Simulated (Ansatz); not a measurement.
Basis-set extrapolation for AlClH$_{5}$NOSi, SMILES `[NH2][Al]([OH])[SiH2]Cl` (PBE0-D4/def2-TZVP geometry, frozen core, the Gaussian-basis code of Ansatz). Multiplicity 1, RHF reference.

```tsv
	def2-TZVPP	def2-QZVPP
HF	-1122.823502	-1122.859170
MP2 correlation	-0.841020	-0.912227
CCSD(T) correlation	-0.922027	not run
```

Energies in hartree. Use E(X) = E(∞) + A·exp(−7.88·√X) for Hartree–Fock and E(X) = E(∞) + B·X^(−2.97) for correlation, with X = 3 and 4, and add CCSD(T) minus MP2 of the smaller set to the MP2 limit.

Problem. What is the CCSD(T) energy at the basis-set limit?

Solution. HF limit: -1122.859170 + (-0.035668) × 0.13774 = -1122.86408. MP2 limit: -0.912227 + (-0.071207) × 0.74074 = -0.96497. Higher-order term: -0.922027 − (-0.841020) = -0.08101. Total: -1123.91006 hartree, 432.0 kJ/mol below CCSD(T)/def2-TZVPP.
